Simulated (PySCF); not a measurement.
Ligands exchanged one at a time, Al I-SH. Isolated molecules, 0 K electronic values unless said otherwise. One relaxed conformer stands for each flexible species; it need not be the lowest. Strings in code marks are SMILES.

The numbers are results of PBE-D3(BJ)/def2-TZVP // B3LYP-D3(BJ)/def2-TZVP run with PySCF, not measurements. All candidates: neutral, multiplicity 1. Excitations are Tamm–Dancoff values on a coarser integration grid. The basis has no diffuse functions, so Rydberg states are missing or too high.

| Quantity | Result |
|---|---|
| LUMO | -2.37 eV |
| T1 excitation (TDA) | 4.25 eV |
| HOMO–LUMO gap | 4.38 eV |

Q: Which member has these values?
A) `[SH][Al]([I])[I]` (H–S–Al–I torsion 180°)
B) `[I][Al]([I])[I]`
C) `[SH][Al]([SH])[SH]`
D) `[SH][Al]([SH])[I]` (H–S–Al–I torsion 0°, I–Al–S–H torsion 0°)

A: A, `[SH][Al]([I])[I]` (H–S–Al–I torsion 180°). The others give `[SH][Al]([SH])[SH]`: -1.50 eV, 4.86 eV, 5.01 eV; `[I][Al]([I])[I]`: -2.74 eV, 3.76 eV, 3.87 eV; `[SH][Al]([SH])[I]` (H–S–Al–I torsion 0°, I–Al–S–H torsion 0°): -2.02 eV, 4.47 eV, 4.61 eV
